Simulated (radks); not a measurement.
Q: Radial electron density D(r) = 4 pi r^2 rho(r) of an atom or ion with 17 electrons. Calculated with a radial shooting solver on a logarithmic mesh with Libxc functionals: scalar-relativistic Kohn-Sham, PBE, spin-polarised, spherical densities, finite nucleus; Fermi nuclear charge, rms radius of each element as measured or else 0.836 A^(1/3) + 0.57 fm.

```
   r/bohr * D(r) (the largest magnitude, 19.7, reaches the edge; | marks zero)
  0.01131 |         *
  0.01275 |           *
  0.01449 |              *
  0.01634 |                 *
  0.01843 |                    *
  0.02094 |                        *
  0.02361 |                            *
  0.02662 |                                *
  0.03002 |                                    *
  0.03411 |                                         *
  0.03846 |                                             *
  0.04337 |                                                 *
  0.04929 |                                                    *
  0.05557 |                                                     *
  0.06266 |                                                      *
  0.07065 |                                                     *
   0.0803 |                                                   *
  0.09053 |                                                *
   0.1021 |                                            *
    0.116 |                                        *
   0.1308 |                                      *
   0.1475 |                                    *
   0.1663 |                                     *
    0.189 |                                       *
   0.2131 |                                           *
   0.2403 |                                                *
   0.2731 |                                                    *
   0.3079 |                                                     *
   0.3471 |                                                    *
   0.3914 |                                                *
   0.4448 |                                         *
   0.5016 |                                 *
   0.5655 |                        *
   0.6427 |                 *
   0.7247 |            *
   0.8171 |          *
   0.9212 |         *
    1.047 |          *
    1.181 |           *
    1.331 |            *
    1.513 |           *
    1.706 |          *
    1.923 |        *
    2.168 |      *
    2.464 |    *
    2.779 |  *
    3.133 | *
    3.561 |*
    4.015 *
    4.527 *
    5.104 *
    5.801 *
     6.54 *
```

What is the nuclear charge?

A: Z = 17. The innermost maximum, from 1s, lies near gamma/Z bohr with gamma = sqrt(1 - (Z/c)^2) = 0.992, here 0.0584 bohr (found: 0.0617), and its height grows with Z. The density is that of neutral chlorine in [Ne] 3s2 3p5; the configuration itself is not fixed sharply by these data, and Z only to about a unit. D(r) has 3 maxima, at r = 0.0617, 0.313, 1.34 bohr, and minima at 0.151, 0.892 bohr, inside which lie 2.17, 10.36 electrons.
